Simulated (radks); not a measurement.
Results of a calculation; reference values are marked as such.
Excited configurations of neutral thallium: one electron is placed in a higher orbital outside [Hg]. The ground configuration is [Hg] 6p1. Level of theory: scalar-relativistic Kohn-Sham, PBE, spin-polarised, spherical densities, point nucleus; open shells are filled with parallel spins first (spin-orbit coupling, left out, can overturn this in heavy ions) (a radial shooting solver on a logarithmic mesh with Libxc functionals). Excitation = E - E(ground); binding = E(ion) - E, where the ion is the core of charge +1; n* = 1/sqrt(2 binding) in atomic units, and the quantum defect is n - n*.

| outer orbital | excitation (eV) | binding (eV) | quantum defect | eigenvalue (eV) |
|---|---|---|---|---|
| 6f | 4.643 | 0.674 | 1.505 | -0.405 |
| 7s | 2.345 | 2.971 | 4.860 | -1.814 |
| 7p | 3.285 | 2.032 | 4.412 | -1.192 |
| 7d | 4.225 | 1.091 | 3.469 | -0.624 |
| 7f | 4.825 | 0.491 | 1.738 | -0.321 |

The Delta-SCF ionisation energy is 5.317 eV (NIST Atomic Spectra Database: 6.108 eV, measured). Self-interaction in the functional shifts the binding energies and quantum defects, so they are the method's values and not measured ones. Open shells are spherical and high-spin; term and fine-structure splittings are not resolved. Spin-orbit splitting is averaged out at the scalar-relativistic level.
